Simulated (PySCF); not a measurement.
**Electronic structure of Ca⁺ (calcium, charge +1) at the UHF level**

Configuration: [Ar] 4p1, 2P determinant (an excited configuration). All numbers are calculated (PySCF 2.14, scalar relativity by spin-free X2C-1e, in aug-cc-pwCVQZ-X2C).

```
Total energy                                                  : -679.340363 hartree
One-electron energy                                           : -924.5825 hartree
Hartree (Coulomb) energy                                      : 280.5693 hartree
Exchange energy                                               : -35.3271 hartree
⟨S²⟩                                                          : 0.7500
⟨L²⟩                                                          : 2.001
Sum of ⟨r⟩                                                    : 17.28 bohr
Sum of ⟨r²⟩                                                   : 38.65 bohr²
Traceless quadrupole moment −½Σ⟨3z² − r²⟩ along its main axis : -9.26 e·bohr²
Langevin diamagnetic susceptibility                           : -30.6 ×10⁻⁶ cm³/mol
```

```
shell  electrons  mean orbital energy (eV)  spread (eV)  rms radius, mean of both spins (bohr)
 1s α          1                   -4092.8            0                                 0.0888
 1s β          1                   -4092.8            0                                 0.0888
 2s α          1                   -469.57            0                                  0.393
 2s β          1                   -469.54            0                                  0.393
 2p α          3                   -379.15        0.058                                  0.362
 2p β          3                   -379.09        0.068                                  0.362
 3s α          1                   -69.370            0                                   1.24
 3s β          1                   -69.245            0                                   1.24
 3p α          3                   -44.396        0.066                                   1.37
 3p β          3                   -44.257        0.271                                   1.37
 4p α          1                    -8.436            0                                   4.82
```

Densities and radii are taken from the X2C orbitals without a picture-change correction, which distorts them close to the nucleus.

Spin-orbit constants ζ (cm⁻¹) from the X2C one-electron operator on these orbitals: bare nucleus, nucleus screened by l(l+1)(2l+1)/3 electrons, and screened by the Breit-Pauli mean field of the electrons.

| shell | bare | screened nucleus | mean field |
| --- | --- | --- | --- |
| 2p | 21490 | 19340 | n/a |
| 3p | 2127 | 1914 | n/a |
| 4p | 120.8 | 108.7 | n/a |

To first order the Landé constant is A = 108.7 cm⁻¹, so the lowest level has J = 1/2 and lies 0.0135 eV below the centre of the term.
